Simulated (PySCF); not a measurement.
# Basis-set dependence of population analyses: `FBSC(F)=C(F)F`

Compound: C₂HBF₄S.
Structure used (PBE0-D3(BJ)/def2-SVP), in Å, numbered top down from 1:
```xyz
9
C2HBF4S angstrom
F      0.3893   -0.7987    1.7853
B      1.2154   -1.2211    0.8529
S      0.8982   -0.8645   -0.8901
C     -0.6266    0.0047   -0.7739
F     -1.7296   -0.7118   -0.5783
C     -0.7275    1.3291   -0.9104
F     -1.8595    1.9777   -0.8799
F      0.2960    2.1189   -1.0872
H      2.2020   -1.8513    1.1388
```

PBE0 throughout (PySCF), one geometry, spherical d and f functions. Isolated species at its PBE0-D3(BJ)/def2-SVP geometry (one conformer only). The first 7 of 9 kinds of atom are listed.

Mulliken charges (e):

```json
{"basis": "STO-3G", "functions": "45", "F1": "-0.091", "B2": "+0.114", "S3": "+0.121", "C4": "-0.071", "F5": "-0.070", "C6": "+0.177", "F7": "-0.065"}
{"basis": "6-31G", "functions": "78", "F1": "-0.279", "B2": "+0.297", "S3": "+0.246", "C4": "-0.070", "F5": "-0.277", "C6": "+0.586", "F7": "-0.253"}
{"basis": "pcSseg-0", "functions": "78", "F1": "-0.290", "B2": "+0.461", "S3": "+0.074", "C4": "-0.136", "F5": "-0.317", "C6": "+0.762", "F7": "-0.305"}
{"basis": "6-31G*", "functions": "118", "F1": "-0.230", "B2": "+0.296", "S3": "+0.051", "C4": "+0.061", "F5": "-0.283", "C6": "+0.614", "F7": "-0.254"}
{"basis": "cc-pVDZ", "functions": "121", "F1": "-0.075", "B2": "+0.193", "S3": "-0.002", "C4": "-0.039", "F5": "-0.146", "C6": "+0.343", "F7": "-0.114"}
{"basis": "def2-SVP", "functions": "121", "F1": "-0.086", "B2": "+0.213", "S3": "-0.026", "C4": "-0.034", "F5": "-0.179", "C6": "+0.433", "F7": "-0.142"}
{"basis": "aug-cc-pVDZ", "functions": "197", "F1": "-0.331", "B2": "+0.062", "S3": "+0.008", "C4": "+0.154", "F5": "-0.577", "C6": "+1.072", "F7": "-0.433"}
{"basis": "6-311+G(2d,p)", "functions": "230", "F1": "-0.224", "B2": "+0.306", "S3": "-0.013", "C4": "+0.303", "F5": "-0.227", "C6": "+0.363", "F7": "-0.284"}
{"basis": "cc-pVTZ", "functions": "258", "F1": "-0.163", "B2": "+0.188", "S3": "-0.019", "C4": "+0.005", "F5": "-0.138", "C6": "+0.338", "F7": "-0.103"}
{"basis": "def2-TZVP", "functions": "260", "F1": "-0.200", "B2": "+0.215", "S3": "-0.073", "C4": "+0.111", "F5": "-0.157", "C6": "+0.349", "F7": "-0.131"}
{"basis": "IGLO-III", "functions": "299", "F1": "-0.343", "B2": "+0.420", "S3": "+0.086", "C4": "+0.083", "F5": "-0.224", "C6": "+0.444", "F7": "-0.196"}
{"basis": "pcSseg-2", "functions": "309", "F1": "-0.301", "B2": "+0.383", "S3": "-0.052", "C4": "+0.161", "F5": "-0.229", "C6": "+0.497", "F7": "-0.201"}
```

IAO charges (e):

```json
{"basis": "STO-3G", "functions": "45", "F1": "-0.135", "B2": "+0.081", "S3": "+0.178", "C4": "-0.100", "F5": "-0.085", "C6": "+0.234", "F7": "-0.082"}
{"basis": "6-31G", "functions": "78", "F1": "-0.270", "B2": "+0.220", "S3": "+0.135", "C4": "+0.044", "F5": "-0.219", "C6": "+0.471", "F7": "-0.202"}
{"basis": "pcSseg-0", "functions": "78", "F1": "-0.254", "B2": "+0.220", "S3": "+0.113", "C4": "+0.028", "F5": "-0.207", "C6": "+0.472", "F7": "-0.196"}
{"basis": "6-31G*", "functions": "118", "F1": "-0.282", "B2": "+0.256", "S3": "+0.130", "C4": "+0.046", "F5": "-0.238", "C6": "+0.521", "F7": "-0.218"}
{"basis": "cc-pVDZ", "functions": "121", "F1": "-0.280", "B2": "+0.245", "S3": "+0.132", "C4": "+0.051", "F5": "-0.238", "C6": "+0.517", "F7": "-0.217"}
{"basis": "def2-SVP", "functions": "121", "F1": "-0.278", "B2": "+0.248", "S3": "+0.134", "C4": "+0.051", "F5": "-0.238", "C6": "+0.516", "F7": "-0.217"}
{"basis": "aug-cc-pVDZ", "functions": "197", "F1": "-0.290", "B2": "+0.253", "S3": "+0.139", "C4": "+0.060", "F5": "-0.251", "C6": "+0.529", "F7": "-0.227"}
{"basis": "6-311+G(2d,p)", "functions": "230", "F1": "-0.293", "B2": "+0.254", "S3": "+0.149", "C4": "+0.055", "F5": "-0.252", "C6": "+0.530", "F7": "-0.227"}
{"basis": "cc-pVTZ", "functions": "258", "F1": "-0.292", "B2": "+0.259", "S3": "+0.140", "C4": "+0.055", "F5": "-0.250", "C6": "+0.534", "F7": "-0.227"}
{"basis": "def2-TZVP", "functions": "260", "F1": "-0.294", "B2": "+0.258", "S3": "+0.148", "C4": "+0.053", "F5": "-0.253", "C6": "+0.536", "F7": "-0.228"}
{"basis": "IGLO-III", "functions": "299", "F1": "-0.294", "B2": "+0.254", "S3": "+0.154", "C4": "+0.053", "F5": "-0.254", "C6": "+0.533", "F7": "-0.228"}
{"basis": "pcSseg-2", "functions": "309", "F1": "-0.294", "B2": "+0.258", "S3": "+0.147", "C4": "+0.053", "F5": "-0.253", "C6": "+0.536", "F7": "-0.228"}
```

Hirshfeld charges (e):

```
        basis  functions      F1      B2      S3      C4      F5      C6      F7
       STO-3G         45  -0.031  +0.117  +0.011  -0.032  -0.034  +0.091  -0.022
        6-31G         78  -0.109  +0.179  -0.009  +0.013  -0.077  +0.148  -0.055
     pcSseg-0         78  -0.107  +0.177  +0.004  +0.003  -0.076  +0.141  -0.048
       6-31G*        118  -0.103  +0.182  -0.032  +0.012  -0.071  +0.146  -0.046
      cc-pVDZ        121  -0.100  +0.167  -0.006  -0.001  -0.062  +0.133  -0.041
     def2-SVP        121  -0.108  +0.172  +0.007  +0.006  -0.073  +0.143  -0.048
  aug-cc-pVDZ        197  -0.121  +0.184  +0.013  +0.003  -0.076  +0.147  -0.053
6-311+G(2d,p)        230  -0.127  +0.191  +0.014  +0.002  -0.077  +0.148  -0.054
      cc-pVTZ        258  -0.119  +0.184  +0.001  +0.003  -0.072  +0.146  -0.050
    def2-TZVP        260  -0.124  +0.187  +0.008  +0.005  -0.076  +0.148  -0.052
     IGLO-III        299  -0.127  +0.186  +0.026  +0.003  -0.079  +0.146  -0.054
     pcSseg-2        309  -0.126  +0.190  +0.011  +0.005  -0.079  +0.150  -0.054
```

Task: Which scheme is steadiest as the basis changes?

Result: Largest range over the bases for any column: Hirshfeld 0.10 e, IAO 0.30 e, Mulliken 0.90 e. Hirshfeld charges move least and Mulliken charges most, counted in e. Without the minimal STO-3G basis the ranges are Hirshfeld 0.06, IAO 0.07, Mulliken 0.73 e.

Task: How much do the charges still move between the two largest bases, IGLO-III and pcSseg-2?

Result: At most, over all atoms: Mulliken 0.138 e, IAO 0.007 e, Hirshfeld 0.015 e.

Task: What do the same runs give for the total energy, the frontier levels and the dipole moment?

Result: 
```json
{"basis": "STO-3G", "energy (Eh)": "-887.2663", "HOMO (eV)": "-3.48", "LUMO (eV)": "3.06", "μ (D)": "0.50"}
{"basis": "6-31G", "energy (Eh)": "-898.4200", "HOMO (eV)": "-7.65", "LUMO (eV)": "-1.10", "μ (D)": "1.28"}
{"basis": "pcSseg-0", "energy (Eh)": "-896.9803", "HOMO (eV)": "-7.80", "LUMO (eV)": "-1.28", "μ (D)": "1.32"}
{"basis": "6-31G*", "energy (Eh)": "-898.5778", "HOMO (eV)": "-7.18", "LUMO (eV)": "-0.68", "μ (D)": "0.72"}
{"basis": "cc-pVDZ", "energy (Eh)": "-898.6378", "HOMO (eV)": "-7.28", "LUMO (eV)": "-0.89", "μ (D)": "0.86"}
{"basis": "def2-SVP", "energy (Eh)": "-898.1055", "HOMO (eV)": "-7.43", "LUMO (eV)": "-0.94", "μ (D)": "0.95"}
{"basis": "aug-cc-pVDZ", "energy (Eh)": "-898.6787", "HOMO (eV)": "-7.56", "LUMO (eV)": "-1.21", "μ (D)": "1.04"}
{"basis": "6-311+G(2d,p)", "energy (Eh)": "-898.7874", "HOMO (eV)": "-7.60", "LUMO (eV)": "-1.23", "μ (D)": "1.11"}
{"basis": "cc-pVTZ", "energy (Eh)": "-898.8196", "HOMO (eV)": "-7.46", "LUMO (eV)": "-1.06", "μ (D)": "0.92"}
{"basis": "def2-TZVP", "energy (Eh)": "-898.8429", "HOMO (eV)": "-7.52", "LUMO (eV)": "-1.12", "μ (D)": "1.00"}
{"basis": "IGLO-III", "energy (Eh)": "-898.8464", "HOMO (eV)": "-7.55", "LUMO (eV)": "-1.18", "μ (D)": "1.09"}
{"basis": "pcSseg-2", "energy (Eh)": "-898.8453", "HOMO (eV)": "-7.58", "LUMO (eV)": "-1.17", "μ (D)": "1.07"}
```

The dipole is fixed by the density alone, so its range of 0.82 D shows that the density itself changes with the basis, not only its division among atoms.
